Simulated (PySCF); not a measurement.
## Spinor energies of Mo³³⁺ (molybdenum, charge +33)

Start: [He] 2s2 2p5; 2p1/2 filled at m_j = +1/2; 2p3/2 filled at m_j = -3/2, -1/2, +1/2, +3/2. Calculated with PySCF 2.14 in an even-tempered Gaussian basis (17 s from 13 bohr⁻², ratio 2.4; 12 p from 17 bohr⁻², ratio 2.4; 5 d from 66 bohr⁻², ratio 2.6; 4 f from 98 bohr⁻², ratio 2.6): generalised Hartree-Fock with the X2C-1e Hamiltonian and a Gaussian nucleus; one run each with spin-orbit coupling (SO) screened by Boettger's factors, then bare. This is a chosen level, not necessarily the ground level.

| spinor shell | electrons | ε, screened SO (eV) | ε, bare SO (eV) | weight of nominal j (bare SO) | rms radius, bare SO (bohr) |
| --- | --- | --- | --- | --- | --- |
| 1s1/2 | 2 | -22142.3 | -22142.5 | 1.000 | 0.0403 |
| 2s1/2 | 2 | -4745.8 | -4745.9 | 1.000 | 0.161 |
| 2p1/2 | 1 | -4560.3 | -4564.6 | 1.000 | 0.139 |
| 2p3/2 | 4 | -4435.8 | -4434.1 | 1.000 | 0.144 |

```tsv
quantity	screened SO	bare SO
E (hartree)	-3080.24835	-3080.14293
M_J	1/2	1/2
⟨J²⟩	0.750	0.750
⟨L²⟩	2.002	2.002
⟨S²⟩	0.752	0.752
```

Each row is a mean over spinors that exchange with the open shell spreads, by up to 11.315 eV (2p3/2).

Breit and QED terms are absent; they matter most for the inner s and p1/2 levels.

Densities and radii are taken from the X2C orbitals without a picture-change correction, which distorts them close to the nucleus.
